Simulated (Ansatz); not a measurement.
The cluster NbO₂: single points at one geometry.

```yaml
crystal:
  periodic: [false, false, false]
  atoms:
    - {symbol: Nb, position_ang: [0.206169, 0.034035, -1.140879]}
    - {symbol: O, position_ang: [0.550177, -0.276345, 0.681232]}
    - {symbol: O, position_ang: [-0.756345, 0.242311, 0.459647]}
basis:
  gaussian: {orbitals: def2-TZVPP, initial_orbitals: start.molden}
magnetization: {spin_polarized: true, initial_magnetization: 1}
correlation: {method: ccsd_t}
scf: {omitted_lower_state_checks: [starts, cluster_reference]}
output: {orbitals: {seedname: orbitals}}
```

The file start.molden holds the orbitals of an earlier run on this structure, at another level or in another basis.

```sh
$ ansatz run in.yaml --threads 4 --pin off --events-out ev --progress --plain --max-ram 3916MiB
```

Shortened log:

```
Functional definition: HF
790 factors; integrals over basis functions are off by at most 1.0e-3 eV
mean field evaluation 1: about -5605.0442 eV, gradient 1.7e1 eV
mean field evaluation 2: about -5606.1803 eV, gradient 1.6e0 eV
mean field evaluation 4: about -5606.2596 eV, gradient 3.4e-1 eV
mean field evaluation 8: about -5606.2623 eV, gradient 1.6e-3 eV
mean field -5606.26225332 eV, -206.0263377486 hartree, gradient 3.2e-6 eV, S^2 1.670249; 0 other end points of the search recorded, 0 dependent functions left out
2 core orbitals not correlated: weight in the atoms' cores, before any rotation towards them, 1.000 or more for the frozen orbitals, at most 0.000 for the correlated occupied ones
reference -5606.26225332 eV, -206.0263377486 hartree; 13, 12 occupied and 103, 104 virtual orbitals, 790 factors
second order -23.25234268 eV of doubles, -0.00000000 eV of singles
cycle   1  -21.79440084 eV  change     1.5e0 eV  update   2.2e-1
cycle   2  -22.72624817 eV  change   -9.3e-1 eV  update   1.3e-1
cycle   3  -23.01318282 eV  change   -2.9e-1 eV  update   6.3e-2
cycle   4  -23.05857744 eV  change   -4.5e-2 eV  update   3.4e-2
cycle   5  -23.04408933 eV  change    1.4e-2 eV  update   1.9e-2
cycle   6  -23.05990410 eV  change   -1.6e-2 eV  update   1.3e-2
cycle   7  -23.07747630 eV  change   -1.8e-2 eV  update   9.6e-3
cycle   8  -23.08377508 eV  change   -6.3e-3 eV  update   7.1e-3
cycle   9  -23.08924031 eV  change   -5.5e-3 eV  update   5.6e-3
cycle  10  -23.09138867 eV  change   -2.1e-3 eV  update   4.1e-3
cycle  11  -23.08956713 eV  change    1.8e-3 eV  update   2.7e-3
cycle  12  -23.09278536 eV  change   -3.2e-3 eV  update   1.7e-3
cycle  13  -23.09273504 eV  change    5.0e-5 eV  update   1.3e-3
cycle  14  -23.09380984 eV  change   -1.1e-3 eV  update   9.5e-4
cycle  15  -23.09417929 eV  change   -3.7e-4 eV  update   7.2e-4
cycle  16  -23.09405286 eV  change    1.3e-4 eV  update   5.1e-4
cycle  17  -23.09391377 eV  change    1.4e-4 eV  update   3.6e-4
cycle  18  -23.09389943 eV  change    1.4e-5 eV  update   2.6e-4
cycle  19  -23.09388790 eV  change    1.2e-5 eV  update   1.8e-4
cycle  20  -23.09393396 eV  change   -4.6e-5 eV  update   1.1e-4
cycle  21  -23.09399717 eV  change   -6.3e-5 eV  update   8.1e-5
cycle  22  -23.09402206 eV  change   -2.5e-5 eV  update   5.2e-5
cycle  23  -23.09408658 eV  change   -6.5e-5 eV  update   3.4e-5
cycle  24  -23.09408121 eV  change    5.4e-6 eV  update   2.5e-5
cycle  25  -23.09411158 eV  change   -3.0e-5 eV  update   1.8e-5
cycle  26  -23.09411330 eV  change   -1.7e-6 eV  update   1.4e-5
perturbative correction -1.33046153 eV, -0.0488935594 hartree
WARN: the results are in doubt because among natural orbitals the method converges to other amplitudes
Total energy: -5630.68682816 eV, -206.9239243181 hartree
In doubt: among natural orbitals the method converges to other amplitudes
Checks for a lower state left out: starts, cluster_reference
```

Hardware: 4 threads of AMD EPYC 9R45 on a shared host. Wall time 14 s, peak host memory 1.4 GiB.

The first input with `gaussian: {orbitals: def2-TZVP, initial_orbitals: start.molden}`, `hamiltonian: {xc: {name: B3LYP}, dispersion: d4}`, `scf: {omitted_lower_state_checks: [starts]}` and without the key `correlation` (abridged; 1.1 s):

```
Functional definition: B3LYP
mean field -5642.61380464 eV, -207.3622326196 hartree, gradient 1.8e-5 eV, S^2 1.411388
Total energy: -5642.70719511 eV, -207.3656646559 hartree
Checks for a lower state left out: starts
```

The first input with `gaussian: {orbitals: def2-TZVP, initial_orbitals: start.molden}`, `hamiltonian: {xc: r2scan, dispersion: d4}`, `scf: {omitted_lower_state_checks: [starts]}` and without the key `correlation` (abridged; 1 s):

```
Functional definition: r2SCAN
mean field -5641.21840862 eV, -207.3109527615 hartree, gradient 7.2e-6 eV, S^2 1.569643
Total energy: -5641.22949529 eV, -207.3113601892 hartree
Checks for a lower state left out: starts
```

First input, but with `gaussian: {orbitals: def2-TZVP, initial_orbitals: start.molden}`, `hamiltonian: {xc: pbe0, dispersion: d4}`, `scf: {omitted_lower_state_checks: [starts]}` and without the key `correlation` (abridged; 1.6 s):

```
Functional definition: PBE0
mean field evaluation 16: about -5637.4449 eV, gradient 1.4e-1 eV
mean field -5637.44530309 eV, -207.1722936908 hartree, gradient 1.4e-5 eV, S^2 1.524536
Total energy: -5637.49144510 eV, -207.1739893786 hartree
Checks for a lower state left out: starts
```

As the first input, with `gaussian: {orbitals: def2-TZVP, initial_orbitals: start.molden}`, `hamiltonian: {xc: pbe, dispersion: d4}`, `scf: {omitted_lower_state_checks: [starts]}`, `output: {forces: true, orbitals: {seedname: orbitals}}` and without the key `correlation` (abridged; 0.6 s):

```
Functional definition: PBE
mean field -5639.07153749 eV, -207.2320567028 hartree, gradient 8.4e-6 eV, S^2 1.428109
Total energy: -5639.12752939 eV, -207.2341143671 hartree
Atom 0 force     0.154220     0.022861    -0.827053 eV/Å
Atom 1 force     0.691031    -0.315748     0.537564 eV/Å
Atom 2 force    -0.845250     0.292887     0.289489 eV/Å
Dipole moment:     0.116188     0.045170    -0.581635 e Å
Checks for a lower state left out: starts
```

The first input with `gaussian: {orbitals: def2-TZVP, initial_orbitals: start.molden}`, `hamiltonian: {xc: {name: wB97M-V}}`, `scf: {omitted_lower_state_checks: [starts]}` and without the key `correlation` (abridged; 4.7 s):

```
Functional definition: wB97M-V
mean field evaluation 16: about -5638.4877 eV, gradient 2.2e-6 eV
mean field -5638.48773605 eV, -207.2106023955 hartree, gradient 2.2e-6 eV, S^2 1.304195
Total energy: -5638.48778313 eV, -207.2106041256 hartree
Checks for a lower state left out: starts
```

Geometry: PBE0-D4/def2-TZVP.

In the def2 sets Nb takes a core potential; there is no spin–orbit coupling. B3LYP takes the VWN-RPA correlation. Correlated methods freeze 2 core orbitals; core or outer-core shells of Nb are correlated, in sets that lack core-valence functions. The structure holds 1 bond(s) between oxygen atoms. At CCSD(T)/def2-TZVPP the program marks the result for the charge 0 doublet as doubtful (other amplitudes). At CCSD(T)/def2-TZVPP T1 of the charge 0 doublet is large (up to 0.055), so the single-reference result is doubtful. At CCSD(T)/def2-TZVPP, B3LYP-D4/def2-TZVP, r2SCAN-D4/def2-TZVP, PBE0-D4/def2-TZVP and others the charge 0 doublet is spin-contaminated (final ⟨S²⟩ up to 1.67, 0.75 for a pure state). No other spin state of charge 0 was run. The geometry of the doublet was relaxed on an unsound state (⟨S²⟩ 1.52, where a pure state has 0.75). Another isomer (doublet) lies 5.13 eV lower at PBE0-D4/def2-TZVP; other spin states weren't run for this one.
